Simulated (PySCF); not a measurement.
## Telling isomers of C3H4FN3 apart by NMR

Theory: couplings computed with B3LYP/pcJ-1 (spin–dipole term left out of most H,H and C,H couplings), structure optimised with GFN2-xTB, σ from GIAO-PBE0/pcSseg-1, in PySCF (non-relativistic, no solvent model, single conformer, rapidly exchanging positions averaged).

References, each an isolated molecule treated in the same way: 1H (31.72 ppm) and 13C (186.93 ppm) against TMS. Multiplet labels drop J under 1 Hz and among equivalent protons, and merge close values. Unscaled 3J(H,H) run several per cent high. One-bond C–F couplings are unscaled and too large by tens of Hz. Shifts are as computed. Against solution values, carbons near 30 ppm lie about +3 ppm off and those near 130 ppm about +5 ppm. Of 1211 compounds with measured shifts, 218 miss one by over three times the rms of a fit or turn the order of signals round; such compounds aren't used in these exercises. OH and NH positions are gas-phase values without hydrogen bonding to other molecules.

(1) Tabulate the signals of `FCc1nc[nH]n1`, `Cn1ncc(F)n1`, `Cc1[nH]nnc1F` and their relative energies.

(2) What is the quickest way to tell Cn1ncc(F)n1 from Cc1[nH]nnc1F?

(3) What is the quickest way to tell FCc1nc[nH]n1 from Cc1[nH]nnc1F?

(4) What is the quickest way to tell FCc1nc[nH]n1 from Cn1ncc(F)n1?

Results:

(1) 
| SMILES | carbon types | δC | δH | E rel. (kcal/mol) |
| --- | --- | --- | --- | --- |
| FCc1nc[nH]n1 | 1×C 1×CH 1×CH2 | 164.7, 146.3, 81.2 | 10.21 (br s, 1H), 8.06 (s, 1H), 5.87 (d, 2H) | 0.0 |
| Cn1ncc(F)n1 | 1×C 1×CH 1×CH3 | 172.8, 121.9, 42.5 | 7.15 (d, 1H), 4.16 (s, 3H) | 14.2 |
| Cc1[nH]nnc1F | 2×C 1×CH3 | 168.8, 120.3, 7.9 | 10.60 (br s, 1H), 2.45 (d, 3H) | 15.4 |

Energies are electronic energies at PBE0/pcSseg-1 on these geometries, without zero-point or thermal terms, each for the one conformer computed, which needn't be the lowest.

(2) Both give the same number of carbon signals, but DEPT or the intensities differ. The first has an aromatic CH next to a ring nitrogen at 121.9 ppm, the second a substituted aromatic carbon next to a ring nitrogen (C) at 120.3 ppm. Their most deshielded carbons lie at 172.8 and 168.8 ppm. In the proton spectra the most deshielded non-exchanging signals are 7.15 (d, J = 8.1 Hz, 1H) and 2.45 (d, J = 1.8 Hz, 3H).

(3) Both give the same number of carbon signals, but DEPT or the intensities differ. The first has an aromatic CH between two ring heteroatoms at 146.3 ppm, the second a methyl carbon on an aromatic ring (CH3) at 7.9 ppm. Their most deshielded carbons lie at 164.7 and 168.8 ppm. In the proton spectra the most deshielded non-exchanging signals are 8.06 (s, 1H) and 2.45 (d, J = 1.8 Hz, 3H).

(4) Both give the same number of carbon signals, but DEPT or the intensities differ. The first has an sp3 CH2 bonded to F, on an aromatic ring at 81.2 ppm, the second a methyl carbon bonded to N (CH3) at 42.5 ppm. Their most deshielded carbons lie at 164.7 and 172.8 ppm. In the proton spectra the most deshielded non-exchanging signals are 8.06 (s, 1H) and 7.15 (d, J = 8.1 Hz, 1H).
